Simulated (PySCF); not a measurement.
Molecule: `InChI=1S/C4H11BO/c5-6-3-1-2-4-6/h1-4H2,5H3`.

Geometry (Å), atoms numbered from 1 in this order:
```xyz
17

B     2.179    0.400   -0.285
O     0.586    0.110   -0.484
C    -0.258    1.104    0.076
C    -1.658    0.481    0.061
C    -1.382   -1.034    0.052
C     0.147   -1.123    0.065
H     2.706   -0.513   -0.830
H     2.371    0.429    0.895
H     2.348    1.445   -0.820
H    -0.164    2.001   -0.535
H     0.068    1.334    1.098
H    -2.204    0.777   -0.833
H    -2.234    0.791    0.930
H    -1.811   -1.538    0.916
H    -1.788   -1.494   -0.847
H     0.535   -1.233    1.086
H     0.551   -1.925   -0.554
```

Frames of a GFN2-xTB Langevin trajectory at 600 K; GIAO PBE0/pcSseg-1 shieldings in PySCF, gas phase, non-relativistic; equivalent atoms averaged within each frame.

Scale: ¹¹B (100.07 ppm) against BF3·OEt2; ¹⁷O (336.08 ppm) against H2O; ¹³C (186.93 ppm) and ¹H (31.72 ppm) against TMS (reference shieldings calculated alike). The references are static minima.

How do the shifts (ppm) fluctuate along the trajectory?

Answers


```tsv
time (fs)	B1	O2	C3/C6	C4/C5	H10/H11/H16/H17	H7/H8/H9	H12/H13/H14/H15
optimised geometry	-4.0	60.9	78.4	26.4	3.92	2.93	2.00
250	14.9	37.2	88.8	31.1	4.67	4.50	2.39
425	7.4	56.6	74.9	34.7	4.04	4.25	1.92
625	28.4	59.4	84.1	36.5	4.30	5.00	2.75
800	19.7	58.2	76.3	27.6	4.05	5.18	1.58
1000	14.3	40.1	83.0	25.4	4.45	4.26	1.17
mean of frames	16.9	50.3	81.4	31.1	4.30	4.64	1.96
standard deviation	7.8	10.7	5.8	4.7	0.27	0.43	0.63
```

5 frames give an uncertainty of the mean of about the standard deviation over 2.2 at best, since frames this close in time may not be independent; classical motion lacks zero-point vibration, and the reference would need the same averaging.
